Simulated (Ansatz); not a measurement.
sulfur difluoride anion (F₂S), SMILES FSF (connectivity only; charge and spin as stated), charge -1, multiplicity 2.

Geometry optimised at B3LYP-D3(BJ)/def2-TZVPD. A frequency run showed that this geometry is not a minimum. The multiplicity is an assumed one; other spin states were not compared.

Two levels are set side by side: PBE/def2-TZVPD (Ansatz, a quantum-chemistry and plane-wave program) and PBE0/def2-TZVPD (Ansatz). Energy differences of separate SCF runs at the same geometry; the states with an electron removed or added have multiplicity 1. Differences are taken from unrounded values.

| quantity | PBE0 |
|---|---|
| vertical ionisation energy (eV) | 2.09 |

Problem. What does PBE give, and how far is it from PBE0? (Estimate from the structure and the level; the computed values follow.)

Solution. 
```
quantity                          PBE  PBE minus PBE0
-------------------------------  ----  --------------
vertical ionisation energy (eV)  1.94           -0.15
```
